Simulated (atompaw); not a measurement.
# bismuth (Bi): PAW (atompaw) pseudisation with PBEsol, scalar-relativistic reference atom.

bismuth, PAW, made with atompaw 4.2.0.5 (PBEsol, scalar-relativistic). Core [Xe] 4f14 5d10, reference 6s2 6p3. Waves: 6s (bound): rc 1.60 bohr; 6s channel at -0.7 Ry: rc 1.60 bohr; 6p (bound): rc 2.15 bohr; 6p channel at 0.05 Ry: rc 2.15 bohr; 6d channel at -0.15 Ry: rc 2.15 bohr; 6d channel at 1.45 Ry: rc 2.15 bohr. Local part: vpsmatchnc scheme with l = 3 at 1 Ry, radius 1.60 bohr. Core correction: smooth core density matched at 1.70 bohr. Augmentation charge: besselshape compensation charge, radius 2.00 bohr; PAW radius 2.15 bohr; waves and projectors: custom polynom gramschmidtortho.

All-electron outer shells of the reference configuration (PBEsol, scalar-relativistic, ld1.x):

```csv
shell,level (eV),outermost node (bohr),outermost maximum (bohr)
5p,-95.82,0.48,0.86
5d,-27.06,0.51,1.03
6s,-14.53,0.98,1.86
6p,-4.60,1.14,2.44
```

What the tests gave:

```
Cutoffs needed                                           : 21 Ry and 40 Ry (the cutoffs (Ry, on a coarse ladder) from which the occupation-weighted sum of valence levels, in a spherical-Bessel basis at the reference potential, stays within 10 and 1 mRy of its value at 400 Ry)
Ghost test                                               : ghost states, extra bound levels that the all-electron valence spectrum of the same l lacks: s at -167.5 eV, p at -126.9 eV, d at -27.1 eV; a true bound ghost makes a file unfit for plane-wave use (spherical-Bessel basis up to 400 Ry, 20 bohr box)
Lowest eigenvalue of the overlap operator                : 0.42 (p channel)
Overlap eigenvalues printed by atompaw (projector basis) : 1.28, 2.53, 7.71, 17.1, 32.2, 1.7e+04
Share of each valence orbital outside the PAW sphere     : 6s 45 %, 6p 77 %
```

Generation and tests took about 9.3 s on one core of a shared server CPU.
